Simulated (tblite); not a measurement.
Species: C₃H₁₂N₂OSi.
Cartesian coordinates in Å at the GFN2-xTB level; atoms count from 1:
```
atom  x, y, z in Å
C1     1.451   -1.065   -0.858
C2     0.691    0.237   -0.616
C3     1.488    1.133    0.327
Si4   -1.071   -0.090    0.032
N5    -1.856    1.442    0.217
N6    -0.933   -0.977    1.513
O7    -1.960   -1.017   -0.990
H8     1.516   -1.641    0.062
H9     0.949   -1.674   -1.608
H10    2.463   -0.862   -1.209
H11    0.615    0.757   -1.577
H12    0.949    2.056    0.526
H13    2.458    1.383   -0.103
H14    1.659    0.626    1.274
H15   -2.812    1.427    0.535
H16   -1.777    2.100   -0.542
H17   -0.370   -0.572    2.242
H18   -1.783   -1.338    1.916
H19   -1.686   -1.916   -1.150
```

Level: GFN2-xTB in tblite, geometry and Hessian alike; calculated harmonic values, unscaled, isolated species. This tight-binding method is rough: wavenumbers can miss measured ones by several per cent, in bad cases by 10 to 20. One conformer, not necessarily the lowest.

Harmonic wavenumbers (cm⁻¹): 38.2, 132.1, 140.0, 149.8, 194.5, 216.7, 224.1, 230.1, 244.1, 255.2, 303.0, 316.0, 341.0, 421.4, 581.5, 596.6, 637.4, 781.8, 802.8, 819.2, 872.9, 892.5, 928.9, 946.2, 956.6, 998.0, 1050.2, 1139.3, 1185.5, 1298.0, 1316.1, 1408.7, 1421.4, 1503.8, 1508.4, 1514.9, 1515.3, 1529.6, 1531.1, 2925.5, 2995.5, 3000.2, 3020.0, 3028.8, 3033.4, 3043.0, 3470.0, 3476.0, 3503.2, 3519.4, 3680.5.

A = 2607, B = 1687, C = 1459 MHz; mass 120.072 u (most abundant isotopes); point group C1, symmetry number 1.

Problem. Zero-point energy?

Solution. Half the sum of the wavenumbers: 34819 cm⁻¹ = 416.53 kJ/mol.

Problem. Give the ideal-gas entropy at 400 K and 1 bar in the rigid-rotor, harmonic-oscillator model (classical rotation).

Solution. Translation 174.68, rotation 122.10, vibration 185.66: S = 482.4 J/(mol K).

Problem. And Cp and H(400 K) − H(0)?

Solution. Cp = 213.63 J/(mol K), of which vibrations give 180.37 (their classical limit is 51 R = 424.0); H(400 K) − H(0) = 52.33 kJ/mol without the zero-point energy, 39.02 from vibrations.

Problem. How do the functions run with temperature in this model?

Solution. 
```tsv
T (K)	S (J/(mol K))	Cp (J/(mol K))	H − H(0) (kJ/mol)	G − H(0) (kJ/mol)	ln q(vib)
50	238.5	51.7	2.01	-9.91	0.47
100	285.5	87.8	5.51	-23.04	1.56
298.15	425.2	176.8	32.40	-94.38	7.55
373.15	467.9	204.5	46.71	-127.89	9.80
500	533.5	244.1	75.26	-191.48	13.47
750	643.7	299.4	143.70	-339.10	20.17
1000	735.4	337.4	223.56	-511.80	26.20
```

q(vib) and H(0) count from the zero-point level.

Problem. Blend soft modes into free rotors: weight 1/[1 + (100 cm⁻¹/ν̃)⁴] for the oscillator and the rest for a rotor with moment μB/(μ + B), μ = h/(8π²ν), B = 10⁻⁴⁴ kg m². What vibrational entropy results?

Solution. 176.60 J/(mol K) in place of 185.66, which changes −T·S at 400 K by +3.62 kJ/mol.

Hindered rotation and anharmonicity are outside this model. Other conformers, if any are populated, would add a mixing term that is left out. The structure is chiral; the term R ln 2 for an equal mix with its mirror image is left out.
